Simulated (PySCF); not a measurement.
## Optical rotation: `CC(=O)[C@@H]1[C@@H](N)[C@H]1F`, C5H8FNO

Molfile (atoms numbered from 1):
```
C5H8FNO
     RDKit          3D

 16 16  0  0  0  0  0  0  0  0999 V2000
    2.2144   -0.0129   -1.2200 C   0  0  0  0  0  0  0  0  0  0  0  0
    1.3163   -0.4586   -0.0962 C   0  0  0  0  0  0  0  0  0  0  0  0
    1.7162   -1.0447    0.8832 O   0  0  0  0  0  0  0  0  0  0  0  0
   -0.1131   -0.1109   -0.2691 C   0  0  2  0  0  0  0  0  0  0  0  0
   -0.8862    0.3623    0.9613 C   0  0  1  0  0  0  0  0  0  0  0  0
   -1.7932    1.4465    0.8022 N   0  0  0  0  0  0  0  0  0  0  0  0
   -1.1404   -0.9984    0.4022 C   0  0  1  0  0  0  0  0  0  0  0  0
   -2.3089   -1.1996   -0.2722 F   0  0  0  0  0  0  0  0  0  0  0  0
    3.2440   -0.2871   -1.0081 H   0  0  0  0  0  0  0  0  0  0  0  0
    2.1381    1.0659   -1.3393 H   0  0  0  0  0  0  0  0  0  0  0  0
    1.8961   -0.4807   -2.1495 H   0  0  0  0  0  0  0  0  0  0  0  0
   -0.4039    0.3345   -1.2102 H   0  0  0  0  0  0  0  0  0  0  0  0
   -0.3127    0.4043    1.8798 H   0  0  0  0  0  0  0  0  0  0  0  0
   -2.3011    1.6320    1.6585 H   0  0  0  0  0  0  0  0  0  0  0  0
   -2.4588    1.2552    0.0605 H   0  0  0  0  0  0  0  0  0  0  0  0
   -0.8144   -1.8989    0.9054 H   0  0  0  0  0  0  0  0  0  0  0  0
  1  2  1  0
  2  3  2  0
  2  4  1  0
  4  5  1  0
  5  6  1  0
  5  7  1  0
  7  8  1  0
  7  4  1  0
  1  9  1  0
  1 10  1  0
  1 11  1  0
  4 12  1  6
  5 13  1  1
  6 14  1  0
  6 15  1  0
  7 16  1  1
M  END
```

Method used: TDDFT PBE0/def2-SVPD circular dichroism and optical rotation, one conformer, gas phase (PySCF 2.14.0). Geometry: GFN2-xTB.

The molecule is flexible and this is one conformer; a measurement averages over conformers. States above about 6.9 eV lie in this functional's continuum (it starts at minus the energy of the highest occupied orbital, well below the true ionisation energy for most functionals) and depend on the basis.

Stereocentres: C4 S, C5 R, C7 S.

(1) What is the specific rotation at 633, 589.3, 546, 436, 405, 365, 355 nm?

(2) And for the mirror image at 589.3 nm?

(3) What is the molar rotation [Φ] = [α]·M/100 of the geometry above at 589.3 nm?

## Answers

(1) [α] in deg dm⁻¹ (g/mL)⁻¹:
```
λ (nm)  origin-invariant length gauge  modified velocity gauge  length gauge (centre of mass)  isotropic polarisability (au)
   633                          +96.7                    +87.6                          +95.7                           72.7
 589.3                         +117.0                   +106.3                         +115.9                           73.0
   546                         +145.0                   +132.2                         +143.7                           73.4
   436                         +301.9                   +279.6                         +299.7                           74.8
   405                         +405.0                   +377.8                         +402.4                           75.5
   365                         +665.1                   +628.1                         +661.8                           76.8
   355                         +777.5                   +737.0                         +773.9                           77.2
```

(2) -117.0 deg dm⁻¹ (g/mL)⁻¹ (origin-invariant length gauge): the same size and the opposite sign.

(3) With M = 117.12 g/mol, +137.0 deg cm² dmol⁻¹ (origin-invariant length gauge).

The first excitation lies at 4.55 eV (273 nm) with R = +11.2 × 10⁻⁴⁰ esu² cm² (velocity form).
